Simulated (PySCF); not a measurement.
Bond length, frequency and bond energy of GaN⁻ by level of theory

State: ²Π (doublet), unpaired electrons π ↑. Set-up: basis Ga aug-pcseg-1, N aug-pcseg-1; no relativity; PySCF 2.14. De refers to Ga⁻ + N in their high-spin ground configurations, without counterpoise correction. The functionals are run spin-unrestricted. A positive dipole points towards N; it is taken about the centre of mass and depends on that origin. Levels whose curve was spin-contaminated or gave no clean fit are not listed.

```csv
Level,Re (Å),ωe (cm⁻¹),De (eV),μ (D),"CPU s a point (SCF and correlation, without the integrals)"
ROHF,1.818,762,n/a,-3.50,0.33
ROHF-MP2,1.875,643,3.21,n/a,0.5
ROHF-SCS-MP2,1.874,646,n/a,n/a,n/a
PBE,1.873,636,3.83,-2.76,0.7
BP86,1.873,636,3.89,-2.75,0.47
r²SCAN,1.849,669,3.41,-2.68,0.91
TPSSh,1.855,665,3.48,-2.82,1.1
B3LYP,1.859,661,3.54,-3.17,0.86
PBE0,1.845,680,3.32,-2.99,1.2
ωB97X,1.829,714,n/a,-3.34,1
```

The bond length runs from 1.818 Å (ROHF) to 1.875 Å (ROHF-MP2). De spans 3.21 eV (ROHF-MP2, perturbation theory) to 3.89 eV (BP86, GGA).

Correlated steps freeze 10 core orbitals. Correlated levels converge slowly with the basis: in double zeta they bind strong bonds too weakly, by up to about 1 eV, and carry superposition errors of some tenths. Spin–orbit coupling is left out. For an ion De counts to the pair picked by the measured ionisation energies or electron affinities, which need not be the lowest pair at this level. The highest Kohn–Sham level is positive in this anion. Much of that is self-interaction error, but it also means that the finite basis helps to hold the extra electron. UHF is strongly spin-contaminated for GaN⁻, so the ROHF reference used there is far from stable. The state is the lowest determinant that a PBE0 search found; another state may lie lower at other levels.

The whole job (state search and all levels along the bond) took about 2.7 min on 1 thread of Intel Xeon Platinum 8488C (shared host), peak memory 0.86 GiB.
